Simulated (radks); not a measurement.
Results of a calculation; reference values are marked as such.
Spherical quantum dot in the effective-mass picture: electrons in a hard-walled sphere of radius 2.77, all in effective atomic units (hartree* = m*/eps^2 hartree, bohr* = eps/m* bohr), one dielectric constant everywhere. Level of theory: non-relativistic Kohn-Sham, LDA (Slater exchange, Perdew-Wang correlation), spin-polarised, spherical densities (a radial shooting solver with Libxc functionals). Levels are named by radial order and angular momentum (1s, 1p, 1d, 2s, ...), and open shells are averaged over m. Results are scaled to m* = 0.444 and eps = 11, for which hartree* = 99.85 meV and bohr* = 1.311 nm.

N = 16, configuration 1s2 1p6 1d(up 5, down 3). This is the lowest configuration that the search found. Occupied and some empty levels:

| level | occupation | eigenvalue (meV) | <r> (nm) |
|---|---|---|---|
| 1s up | 1 | 819.03 | 2.264 |
| 1s down | 1 | 822.92 | 2.258 |
| 1p up | 3 | 860.36 | 2.420 |
| 1p down | 3 | 864.53 | 2.419 |
| 1d up | 5 | 926.01 | 2.535 |
| 1d down | 3 | 930.30 | 2.534 |
| 1f up | 0 | 1012.6 | 2.624 |
| 1f down | 0 | 1017.0 | 2.624 |
| 2s up | 0 | 1027.0 | 1.667 |
| 2s down | 0 | 1029.1 | 1.668 |
| 2p up | 0 | 1146.7 | 1.913 |
| 2p down | 0 | 1149.4 | 1.911 |

Energy (meV): total 8271.01, kinetic 2887.0, external 0, Hartree 6228.5, exchange-correlation -844.47.

Electron density:

| r (nm) | n(r) (e/nm^3) |
|---|---|
| 0.191 | 0.01477 |
| 0.372 | 0.01694 |
| 0.553 | 0.02082 |
| 0.734 | 0.02682 |
| 0.914 | 0.03540 |
| 1.10 | 0.04697 |
| 1.28 | 0.06175 |
| 1.46 | 0.07946 |
| 1.64 | 0.09946 |
| 1.82 | 0.1201 |
| 2.00 | 0.1390 |
| 2.18 | 0.1527 |
| 2.36 | 0.1578 |
| 2.54 | 0.1510 |
| 2.72 | 0.1313 |
| 2.90 | 0.1006 |
| 3.08 | 0.06440 |
| 3.27 | 0.03087 |
| 3.45 | 0.007942 |
| 3.63 | 0.00001877 |
